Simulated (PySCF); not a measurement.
The complex [TiO(H2O)5]+ (charge +1) contains Ti(III), shell d1. The structure is a PBE0-D3(BJ)/def2-SVP geometry optimised for multiplicity 2; coordination octahedral, point group Cs, metal–donor distances 1.62–2.34 Å.

The d shell alone is too small an active space for [TiO(H2O)5]+ (an active orbital has only 0.63 squared overlap with the free ion's shell): its levels, fitted parameters, g values and moments show what this model gives and aren't sound predictions.

```
17

Ti    0.0000    0.0000    0.0000
O     0.0000    0.0099    1.6254
O     0.0000    0.0287   -2.3386
H     0.7750    0.0287   -2.9121
H    -0.7750    0.0287   -2.9121
O     2.1747    0.0058   -0.4144
H     2.6031    0.7718   -0.0096
H     2.6151   -0.7579   -0.0186
O    -2.1747    0.0058   -0.4144
H    -2.6031    0.7718   -0.0096
H    -2.6151   -0.7579   -0.0186
O     0.0000    2.2166   -0.0442
H     0.0000    2.5231    0.8721
H     0.0000    2.9829   -0.6255
O     0.0000   -2.2161   -0.0305
H     0.0000   -2.5113    0.8896
H     0.0000   -2.9901   -0.6016
```

Method (PySCF 2.14, density fitting): CASSCF(1,5) with orbitals averaged over all microstates of the shell, strongly contracted NEVPT2 on the averaged canonical orbitals; basis x2c-TZVPall on the metal, x2c-SVPall elsewhere; spin-free X2C; gas phase; spin-orbit coupling by state interaction with the mean-field operator over all roots.

(1) Which term lies lowest, and with what spin?

(2) Where do the spin-allowed transitions within the shell lie?

(3) Give the fitted ligand-field and repulsion parameters.

(4) What are the magnetic parameters?

NEVPT2 lifts 2A' (from 2T2g) from 12494 to 14711 cm⁻¹; on the d shell alone it tends to overshoot states that fill the eg-type orbitals. NEVPT2 on the d shell alone tends to put d–d bands too high for such charged or covalently bound ions.

The job took 39 s on one thread of Intel Xeon Processor @ 2.50GHz (shared host), with 182 basis functions and a peak of 0.64 GiB, launched as `OMP_NUM_THREADS=1 python lf_run.py task.json out`.

Answers

(1) 2A'' (from 2T2g) (S = 1/2, orbital degeneracy 1), orbital occupations from the lowest 1.0 0.0 0.0 0.0 0.0, by NEVPT2.

(2) By NEVPT2: 2A' (from 2Eg) at 11745 cm⁻¹ (851 nm); 2A' (from 2T2g) at 14711 cm⁻¹ (680 nm); 2A'' (from 2T2g) at 16591 cm⁻¹ (603 nm); 2A' (from 2Eg) at 30692 cm⁻¹ (326 nm). The strongest, at 14711 cm⁻¹, has f = 2.2e-04.

(3) At NEVPT2 level: orbital energies 0, 11745, 14711, 16591, 30692 cm⁻¹; 10Dq = 14823 cm⁻¹ (difference of the means of the two sets); ζ = 128 cm⁻¹ (free ion 152).

(4) The ground doublet has g = 1.923, 1.987, 1.989. μeff is 1.75 μB at 300 K and 1.71 μB at 10 K; the spin-only value is 1.73 μB.
